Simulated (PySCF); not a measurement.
AgF, SMILES [F][Ag], multiplicity 1. Geometry optimised at PBE-D3(BJ)/def2-TZVPD. The multiplicity is an assumed one; other spin states were not compared. The def2 effective core potentials stand for the cores of Ag; spin–orbit coupling is left out.

Level of theory: PBE-D3(BJ)/def2-TZVPD (PySCF 2.14.0).

Harmonic wavenumbers (cm⁻¹): 476. Rotational constants (GHz): 7.840 (linear); symmetry number 1.

Q: Work out the zero-point energy and the ideal-gas rigid-rotor harmonic-oscillator thermochemistry at 298.15 K and 1 atm.

A: ZPE = ½ Σ hcν = ½ × 476 cm⁻¹ = 2.85 kJ/mol. H − E(el) = 12.16 kJ/mol. Entropy in J/(mol K): translation 169.15, rotation 63.81, vibration 3.02, total 235.98. G − E(el) = -58.20 kJ/mol. Cp = 34.56 J/(mol K).
